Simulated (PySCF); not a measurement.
C₆H₈F₂.
Numbering: `[F:1][CH:2]([F:3])[C@@:4]12[CH2:5][CH2:6][C@@H:7]1[CH2:8]2` (hydrogens: H9 on C2; H10, H11 on C5; H12, H13 on C6; H14 on C7; H15, H16 on C8)

Level of theory: PBE0-D3(BJ)/def2-SVP geometry optimisation, gas phase in PySCF 2.14.0.

Give the optimised bond lengths and angles.

```tsv
bond	length (Å)	order
F1–C2	1.357	single
C2–F3	1.356	single
C2–C4	1.484	single
C4–C5	1.525	single
C5–C6	1.553	single
C6–C7	1.525	single
C7–C8	1.494	single
C4–C7	1.521	single
C4–C8	1.495	single
C2–H9	1.105	single
C5–H10	1.101	single
C5–H11	1.098	single
C6–H12	1.102	single
C6–H13	1.099	single
C7–H14	1.093	single
C8–H15	1.096	single
C8–H16	1.094	single
```

Orders are formal, as drawn. A selection of angles:
```tsv
angle	degrees
F1–C2–F3	106.9
F1–C2–C4	110.8
F1–C2–H9	108.2
F3–C2–C4	110.5
F3–C2–H9	108.1
C4–C2–H9	112.1
C2–C4–C5	124.4
C2–C4–C7	128.5
C2–C4–C8	122.4
C5–C4–C7	90.8
C5–C4–C8	110.9
C7–C4–C8	59.4
C4–C5–C6	89.2
C4–C5–H10	115.8
C4–C5–H11	111.8
C6–C5–H10	117.7
C6–C5–H11	112.1
H10–C5–H11	109.1
C5–C6–C7	89.6
C5–C6–H12	116.9
C5–C6–H13	112.3
C7–C6–H12	115.4
C7–C6–H13	113.1
H12–C6–H13	108.6
C6–C7–C8	110.4
C6–C7–H14	125.8
C8–C7–H14	121.5
C4–C7–C6	90.4
C4–C7–C8	59.4
C4–C7–H14	128.0
C7–C8–H15	120.6
C7–C8–H16	115.5
C4–C8–C7	61.2
C4–C8–H15	119.5
C4–C8–H16	115.5
H15–C8–H16	114.4
```

Torsions: F1–C2–C4–C5 72° (synclinal); C2–C4–C5–C6 140° (anticlinal); C4–C5–C6–C7 0° (synperiplanar); C5–C6–C7–C8 58° (synclinal); C6–C7–C8–C4 -78° (synclinal); C2–C4–C7–C6 -137° (anticlinal); C2–C4–C8–C7 -119° (anticlinal).

The 3-membered ring C4–C7–C8 has internal angles of 59.4° to 61.2°. Of the pairs four or more bonds apart, F3···H11 is among the closest relative to their van der Waals radii: 2.65 Å, 99 % of the sum of Bondi's values. The 4-membered ring C4–C5–C6–C7 has internal angles of 89.2° to 90.8°; it is planar, 0.00 Å rms from its mean plane, widest ring torsion 0°. The 7 C–C bonds span 1.484 Å (C2–C4, drawn single) to 1.553 Å (C5–C6, drawn single), a spread of 0.069 Å.

Point group: C1 (no symmetry element, even within 0.4 Å). Not checked by PBE0-D3(BJ)/def2-SVP frequencies. One conformer, not necessarily the lowest.

Hardware: one thread of an Arm Neoverse V1 (shared host). Cost: 2.0 min of wall time. That covers the optimisation of the geometry.
